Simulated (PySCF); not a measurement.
**Electron correlation in Ag⁻ (silver, charge -1)**

Starting occupation: [Kr] 4d10 5s2. Computed with PySCF 2.14 in x2c-TZVPPall-2c with one added diffuse shell each of s, p, d, f type (9s10p8d3f1g, 109 functions), with X2C-1e with screened-nucleus spin-orbit coupling, Gaussian nucleus. Frozen: [Ar] 3d10; 20 electrons correlated; the 6 highest virtual spinors left out.

MP2 pair energies summed by pair of shells (mhartree):

```
       pair   energy  share (%)
4d3/2-4d5/2  -179.36       24.2
4d5/2-4d5/2  -126.89       17.1
4d5/2-4p3/2   -74.34       10.0
4d3/2-4d3/2   -54.88        7.4
4d3/2-4p3/2   -49.77        6.7
4d5/2-4p1/2   -35.89        4.8
4d5/2-5s1/2   -33.41        4.5
4d3/2-4p1/2   -24.85        3.3
4p3/2-4p3/2   -23.52        3.2
4p1/2-4p3/2   -22.54        3.0
4d5/2-4s1/2   -21.59        2.9
4d3/2-5s1/2   -21.52        2.9
5s1/2-5s1/2   -17.24        2.3
4p3/2-4s1/2   -17.23        2.3
4d3/2-4s1/2   -14.57        2.0
4p1/2-4s1/2    -8.69        1.2
4p1/2-4p1/2    -6.23        0.8
4s1/2-4s1/2    -4.36        0.6
4p3/2-5s1/2    -3.15        0.4
4p1/2-5s1/2    -1.40        0.2
4s1/2-5s1/2    -0.42        0.1
```

Total MP2 correlation energy: -741.87 mhartree.

The virtual space was cut to 100 spinors, which keep -714.35 of the -741.87 mhartree of MP2 correlation.

| level | correlation energy (mhartree) |
| --- | --- |
| CCSD | -675.37 |

Diagnostics: T1 = 0.036, largest double amplitude 0.111.

**Question.** Is a single reference adequate?

**Answer.** Not fully. T1 exceeds 0.03, a sign that the reference determinant is poor.

The coupled-cluster values are those of the cut space; adding the MP2 remainder, -27.52 mhartree, estimates the full space.

This basis was not built for core-valence correlation, so the inner-shell part is incomplete.
